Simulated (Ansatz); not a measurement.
Species: H3BS3, SMILES `SB(S)S` (charge 0, multiplicity 1).

Problem. Give a relaxed geometry from PBE0-D4/def2-TZVP (Ansatz, a quantum-chemistry and plane-wave program).

Solution. One answer among several that fit: the end point of this relaxation, one of several conformers (outside a Z-matrix the atoms follow the SMILES, hydrogens last).
Z-matrix (Å, degrees):
```
B
S 1 1.8012
H 2 1.3423 1 98.61
S 1 1.8033 2 126.29 3 0.01
H 4 1.3413 1 97.70 2 -0.01
S 1 1.8060 2 118.65 3 -179.99
H 6 1.3431 1 96.97 2 0.01
```
